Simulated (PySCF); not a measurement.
Planning an EPR job on `O=C([C@@H]1[C]2C[C@H]21)C(F)(F)F` [radical].

Method: UKS B3LYP, pcH-1 on C F H O, non-relativistic, mean-field spin-orbit, GIAO (PySCF 2.14.0). Geometry: GFN2-xTB. Work: unrestricted SCF, g, hyperfine, density and orbital grids written, density fitting. A driver script takes a list of jobs; this job's settings line and coordinates (Å) are shown.

Command:
```bash
OMP_NUM_THREADS=1 python probes_run.py task.json out
```

Input:
```
{"job": {"kind": "epr", "basis": "pcH-1"}, "charge": 0, "multiplicity": 2}
O     -1.096278    -1.311930    -1.369351
C     -1.024581    -0.373732    -0.623770
C      0.171886     0.121292     0.062830
C      1.470003     0.120576    -0.706431
C      2.441174     0.114819     0.418337
C      1.310236    -0.907230     0.271283
C     -2.293123     0.462014    -0.276865
F     -2.133444     1.750401    -0.618469
F     -3.387493     0.016450    -0.882175
F     -2.526661     0.444978     1.048501
H      0.003000     0.888307     0.815022
H      3.439649    -0.234161     0.201088
H      2.383253     0.864498     1.199880
H      1.241700    -1.956755     0.437954
```

Hardware: Arm Neoverse V1, one thread, no GPU (shared host). PySCF's memory limit was set to 1600 MB.

Task: How large is the basis?

Result: 290 functions.

Task: Which is nearest to the wall time?
A. 1.8 min
B. 15 min
C. 14 s

Result: A. The run took 1.8 min. CPU seconds by part: SCF 50, spin–orbit mean field 3.5, g tensor 47, hyperfine 0.2.

Task: Estimate the peak memory.

Result: About 0.97 GiB. Peak memory is the resident size of the whole Python process, interpreter and libraries included.

Task: At this speed, how long would 100 such jobs take on 16 cores, one job a core?

Result: 100/16 gives 7 rounds of 1.8 min, about 13 min of wall time and 3 core-hours, if the jobs don't slow each other.

Other jobs ran on the host; a repeat could differ by tens of per cent or more.

The run converged: ⟨S²⟩ 0.753; g_iso 2.0030.
